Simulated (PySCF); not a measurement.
H2O.

```xyz
3

O      0.0000     0.0000    -0.1169
H      0.0000    -0.7650     0.4675
H      0.0000     0.7650     0.4675
```
Charge 0, spin multiplicity 1.

Geometry optimised at B3LYP-D3(BJ)/def2-TZVP.

These are PySCF with KT2/pcSseg-1 values and carry that method's errors. Non-relativistic, no solvent.

**Question.** Give the absolute GIAO shielding of each atom: isotropic value and principal components (ppm). (An estimate is asked for; the answer gives what the named calculation found.)

**Answer.** 
| atom | σ(iso) | σ11 | σ22 | σ33 | span |
|---|---|---|---|---|---|
| O1 | 330.4 | 307.7 | 336.5 | 346.8 | 39.1 |
| H2 | 31.2 | 24.1 | 25.9 | 43.5 | 19.4 |
| H3 | 31.2 | 24.1 | 25.9 | 43.5 | 19.4 |
